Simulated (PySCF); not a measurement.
BBrH3NO. Atoms are numbered in the order given.

```xyz
7

B      0.0491    -0.9704     0.0000
Br    -0.0301     0.9834     0.0000
O      1.2575    -1.5969     0.0000
H      1.9992    -0.9839     0.0000
N     -1.1483    -1.6927     0.0000
H     -1.1533    -2.7051     0.0000
H     -2.0580    -1.2542     0.0000
```
Charge 0, spin multiplicity 1.

Geometry optimised at ωB97X-D3(BJ)/def2-SVP. One conformer was computed; it need not be the lowest.

The numbers are results of B3LYP/pcSseg-1 (PySCF), not measurements.

GIAO shieldings, no solvent; atoms listed in one row are averaged. δ = σ(ref) − σ: ¹¹B against BF3 (σ = 86.3 ppm); ¹⁷O against H2O (σ = 333.8 ppm); ¹H against TMS (σ = 31.68 ppm); ¹⁵N against NH3 (σ = 265.5 ppm), references at their B3LYP-D3(BJ)/def2-TZVP geometries, non-relativistic (without spin–orbit terms, shifts of atoms bonded to Cl or Br come out too high).

Estimate the chemical shifts. (Estimate from the structure and the level; the computed values follow.)


```csv
nucleus,atoms,count,δ (ppm)
¹¹B,B1,1,17.5
¹⁷O,O3,1,136.2
¹H,H4,1,3.91
¹H,H6,1,3.05
¹H,H7,1,2.95
¹⁵N,N5,1,80.0
```
